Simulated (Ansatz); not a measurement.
`[SiH3][NH][GeH3]` and `Cl[SiH2][NH][GeH3]` differ in one atom or group.

Ansatz, PBE0-D4/def2-TZVP geometries, multiplicity 1. Each molecule was computed in one conformer, which needn't be the lowest.

Scalar relativity is left out up to krypton.

```tsv
property	`[SiH3][NH][GeH3]`
HOMO–LUMO gap (B3LYP/def2-TZVPP) / eV	6.81
HOMO energy (PBE0/def2-TZVPP) / eV	-7.28
zero-point energy (PBE0-D4/def2-TZVP) / kJ/mol	168.5
size of the dipole moment (ωB97M-V/def2-TZVPP) / D	1.07
HOMO energy (PBE/def2-TZVPP) / eV	-5.94
HOMO energy (B3LYP/def2-TZVPP) / eV	-7.05
```

(1) Give the same properties after the change, and the shifts. (An estimate is asked.)

Results:

(1) The calculation gave: 
```csv
property,`Cl[SiH2][NH][GeH3]`,shift
HOMO–LUMO gap (B3LYP/def2-TZVPP) / eV,7.31,0.50
HOMO energy (PBE0/def2-TZVPP) / eV,-7.81,-0.53
zero-point energy (PBE0-D4/def2-TZVP) / kJ/mol,154.5,-14.0
size of the dipole moment (ωB97M-V/def2-TZVPP) / D,2.12,1.05
HOMO energy (PBE/def2-TZVPP) / eV,-6.46,-0.52
HOMO energy (B3LYP/def2-TZVPP) / eV,-7.56,-0.51
```

Dipoles are sizes alone; their direction can turn.

B3LYP here is the variant with VWN-RPA as its local correlation; programs differ in this.
